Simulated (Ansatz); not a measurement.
`C[Si](C)(F)CC[SiH](F)F`, charge 0, multiplicity 1.

Question: Give a relaxed structure at PBE0-D4/def2-TZVP (Ansatz 0.2.0). (Estimate.)

Answer: Ansatz gave: 
Z-matrix (Å, degrees):
```
C
Si 1 1.858
H 1 1.094 2 111.0
H 1 1.093 2 110.8 3 119.8
H 1 1.092 2 110.9 3 -120.5
F 2 1.615 1 107.5 3 175.3
C 2 1.859 1 112.5 3 -66.3
C 2 1.873 1 112.5 3 59.3
H 7 1.093 2 111.2 1 -179.3
H 7 1.093 2 110.9 1 60.4
H 7 1.093 2 110.7 1 -59.3
C 8 1.536 2 117.0 1 47.8
H 8 1.097 2 106.5 1 171.4
H 8 1.097 2 107.7 1 -76.0
Si 12 1.855 8 117.0 2 59.1
H 12 1.097 8 110.7 2 -63.3
H 12 1.097 8 110.3 2 -179.7
F 15 1.593 12 108.1 8 161.0
F 15 1.592 12 110.3 8 -83.6
H 15 1.476 12 115.7 8 40.2
```
This is one stationary point; other conformers may exist.
